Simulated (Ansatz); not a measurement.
BH$_{7}$SeSi$_{2}$ (`[SiH3][SiH2]B[SeH]`), 11 atoms. The species carries charge 0 and has multiplicity 1. Correlated methods include outer-core shells of Se, which these sets cover unevenly. Scalar relativity is left out up to krypton. All runs use 4 threads of an Arm Neoverse V1 on a shared host. Correlated methods freeze the cores.

Q: Give the basis size and wall time and peak host memory of each of these runs in Ansatz. RKS revPBE-D4/def2-TZVPP energy; RKS r2SCAN0-D4/def2-TZVPP energy; RKS ωB97M-V/def2-QZVPP energy; RHF-CCSD(T)/def2-TZVPP energy; RHF-CCSD(T)/def2-SVP energy; RKS PBE0-D4/def2-QZVPP energy; RKS LC-ωPBE/def2-TZVPP energy; RHF-MP2/def2-QZVPP energy; RKS ωB97M-V/def2-SVP energy; direct RPA on PBE orbitals/def2-TZVPP energy; RKS PBE0-D4/def2-TZVP frequencies; RKS B97M-V/def2-TZVPP energy. (Estimate.)

A: Computed: Other jobs shared the machine, so times are rough.

```json
{"level": "RKS revPBE-D4/def2-TZVPP", "job": "energy", "functions": "261", "wall time": "2.4 s", "peak host memory (GiB)": "0.35"}
{"level": "RKS LC-ωPBE/def2-TZVPP", "job": "energy", "functions": "261", "wall time": "3.5 s", "peak host memory (GiB)": "0.54"}
{"level": "direct RPA on PBE orbitals/def2-TZVPP", "job": "energy", "functions": "261", "wall time": "6 s", "peak host memory (GiB)": "0.58"}
{"level": "RKS ωB97M-V/def2-SVP", "job": "energy", "functions": "117", "wall time": "6.5 s", "peak host memory (GiB)": "0.35"}
{"level": "RKS r2SCAN0-D4/def2-TZVPP", "job": "energy", "functions": "261", "wall time": "7 s", "peak host memory (GiB)": "0.79"}
{"level": "RHF-CCSD(T)/def2-SVP", "job": "energy", "functions": "117", "wall time": "7 s", "peak host memory (GiB)": "0.5"}
{"level": "RKS B97M-V/def2-TZVPP", "job": "energy", "functions": "261", "wall time": "12 s", "peak host memory (GiB)": "0.46"}
{"level": "RKS PBE0-D4/def2-QZVPP", "job": "energy", "functions": "496", "wall time": "13 s", "peak host memory (GiB)": "2.2"}
{"level": "RKS ωB97M-V/def2-QZVPP", "job": "energy", "functions": "496", "wall time": "29 s", "peak host memory (GiB)": "2.6"}
{"level": "RHF-MP2/def2-QZVPP", "job": "energy", "functions": "496", "wall time": "29 s", "peak host memory (GiB)": "3.1"}
{"level": "RKS PBE0-D4/def2-TZVP", "job": "frequencies", "functions": "195", "wall time": "3.3 min", "peak host memory (GiB)": "0.59"}
{"level": "RHF-CCSD(T)/def2-TZVPP", "job": "energy", "functions": "261", "wall time": "3.4 min", "peak host memory (GiB)": "5.7"}
```

LC-ωPBE has ω = 0.4 bohr⁻¹.
